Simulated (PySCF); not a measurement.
Compound: C7H10O2.
Atom-mapped SMILES: `[CH2:1]=[CH:2][C@H:3]1[O:4][CH2:5][C:6]12[CH2:7][O:8][CH2:9]2` (hydrogens: H10, H11 on C1; H12 on C2; H13 on C3; H14, H15 on C5; H16, H17 on C7; H18, H19 on C9)

Structure optimised with GFN2-xTB, isolated species.

What internal coordinates does the optimisation give?

```tsv
bond	length (Å)	order
C1=C2	1.320	double
C2–C3	1.492	single
C3–O4	1.436	single
O4–C5	1.426	single
C5–C6	1.526	single
C6–C7	1.527	single
C7–O8	1.428	single
O8–C9	1.428	single
C3–C6	1.544	single
C6–C9	1.528	single
C1–H10	1.078	single
C1–H11	1.076	single
C2–H12	1.081	single
C3–H13	1.097	single
C5–H14	1.095	single
C5–H15	1.094	single
C7–H16	1.094	single
C7–H17	1.094	single
C9–H18	1.094	single
C9–H19	1.094	single
```

Orders are formal, as drawn. A selection of angles:
```tsv
angle	degrees
C1–C2–C3	123.9
C2–C3–O4	113.7
C2–C3–C6	115.7
O4–C3–C6	90.5
C3–O4–C5	92.9
O4–C5–C6	91.6
C5–C6–C7	122.9
C5–C6–C9	122.9
C7–C6–C9	84.9
C3–C6–C5	85.0
C3–C6–C7	122.6
C3–C6–C9	123.3
C6–C7–O8	91.3
C7–O8–C9	92.5
C6–C9–O8	91.3
```

Dihedral angles: C1–C2–C3–O4 148° (anticlinal); C2–C3–O4–C5 118° (anticlinal); C3–O4–C5–C6 0° (synperiplanar); O4–C5–C6–C7 126° (anticlinal); C5–C6–C7–O8 126° (anticlinal); C6–C7–O8–C9 1° (synperiplanar); C7–O8–C9–C6 -1° (synperiplanar); C2–C3–C6–C5 -116° (anticlinal); C5–C6–C9–O8 -126° (anticlinal).

The C–C distances run from 1.320 Å (C1=C2, drawn double) to 1.544 Å (C3–C6, drawn single), a spread of 0.224 Å. O4 (cyclic ether oxygen) is bent (angle 92.9°). The 4-membered ring C6–C7–O8–C9 has internal angles of 84.9° to 92.5°; it is planar, 0.01 Å rms from its mean plane, widest ring torsion 1°. The 4-membered ring C3–O4–C5–C6 has internal angles of 85.0° to 92.9°; it is planar, 0.00 Å rms from its mean plane, widest ring torsion 0°. O8 (cyclic ether oxygen) is bent (angle 92.5°). Of the pairs four or more bonds apart, C2···H19 is among the closest relative to their van der Waals radii: 2.66 Å, 92 % of the sum of Bondi's values.

Point group: C1 (no symmetry element, even within 0.4 Å). Not checked by GFN2-xTB frequencies. One conformer, not necessarily the lowest.

All values are computed, not measured.
